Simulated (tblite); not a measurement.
A tight-binding relaxation on `C=C(C)[Si@H](Cl)CCCCl`.

Computed with GFN2-xTB geometry optimisation, gas phase (tblite 0.8.0). Start geometry: from a force field or distance geometry. The command runs a driver script over a list of jobs; the input below is this job's line of settings and its coordinates in Å.

Command:
```bash
OMP_NUM_THREADS=1 python probes_run.py task.json out
```

Input:
```
{"job": {"kind": "relax", "xc": "GFN2-xTB", "basis": "xTB"}, "charge": 0, "multiplicity": 1}
C     -2.308400     0.789200     1.158600
C     -2.106200     0.027300     0.086600
C     -3.267700    -0.551200    -0.660200
Si    -0.440200    -0.401200    -0.541200
Cl    -0.048700    -2.396100     0.029400
C      0.930900     0.609300     0.171000
C      2.147800    -0.310500     0.009100
C      3.433500     0.257800     0.510500
Cl     3.837500     1.747200    -0.360800
H     -3.361100     0.996300     1.468600
H     -1.534400     1.234100     1.751800
H     -3.327700    -0.033700    -1.627700
H     -4.203800    -0.491900    -0.072200
H     -3.018200    -1.607400    -0.888800
H     -0.420500    -0.326200    -1.990200
H      1.079700     1.585400    -0.290800
H      0.784000     0.734500     1.268200
H      2.234800    -0.465200    -1.089500
H      1.904400    -1.258300     0.551100
H      4.231000    -0.482900     0.217400
H      3.444200     0.360500     1.608000
```

Output:
```
step      E/eV     max force
  0    -810.51245    1.736
  1    -810.69283    0.806
  2    -810.75795    0.580
  3    -810.80220    0.609
  4    -810.83989    0.471
  5    -810.87224    0.410
  6    -810.89654    0.351
  7    -810.92114    0.410
  8    -810.94321    0.321
  9    -810.95993    0.338
... (105 lines left out)
115    -811.09065    0.019
116    -811.09072    0.019
117    -811.09079    0.020
118    -811.09083    0.012
119    -811.09086    0.012
120    -811.09088    0.011
121    -811.09092    0.014
122    -811.09095    0.019
123    -811.09098    0.015
124    -811.09100    0.009
```

«max force» is the largest atomic force in eV/Å.

Question: From which step on does the largest force stay under 0.1 eV/Å, and how much energy is left to gain from there?

Answer: From step 46 (0.092 eV/Å), 19.6 meV above the end.

In short: energy lowered by 13.3 kcal/mol over 124 steps; largest atomic force 0.009 eV/Å at the end.

Question: Give the final coordinates.

Answer: 0.401 Å rms from the input after alignment:
```
atom  x, y, z in Å
C1    -2.2817    0.9998    0.9814
C2    -2.1656    0.0600    0.0518
C3    -3.3773   -0.5528   -0.5840
Si4   -0.4976   -0.5956   -0.5524
Cl5   -0.4104   -2.5902   -0.1679
C6     0.9704    0.2363    0.3258
C7     2.3148   -0.3227   -0.1307
C8     3.4894    0.3740    0.5362
Cl9    3.5900    2.0847    0.0317
H10   -3.2452    1.3563    1.3136
H11   -1.4252    1.4553    1.4479
H12   -3.3439   -0.4143   -1.6635
H13   -4.2934   -0.1098   -0.1995
H14   -3.3973   -1.6245   -0.3920
H15   -0.3858   -0.4369   -2.0074
H16    0.9543    1.3086    0.1313
H17    0.8875    0.1110    1.4074
H18    2.4086   -0.2248   -1.2136
H19    2.3764   -1.3853    0.1158
H20    4.4362   -0.0870    0.2554
H21    3.3869    0.3752    1.6216
```

Question: Estimate the wall time. Hardware: one thread of an Intel Xeon at 2.50 GHz, on a shared host.

Answer: About 5.7 s.
Labels such as C1 count atoms from 1, the log's own numbers from 0.
